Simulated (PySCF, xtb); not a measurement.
FGe, SMILES [F][Ge] (connectivity only; charge and spin as stated), charge +1, multiplicity 1.

Harmonic wavenumbers (cm⁻¹) from xtb with GFN2-xTB at its own minimum, in rising order: 570.

Q: What does PBE-D3(BJ)/def2-TZVPD run with PySCF 2.14.0 give at its own minimum? (Estimate from the structure and the level; the computed values follow.)

A: 763. Paired by order, the mean absolute difference is 194 cm⁻¹ and the zero-point energies are 0.8 and 1.1 kcal/mol.
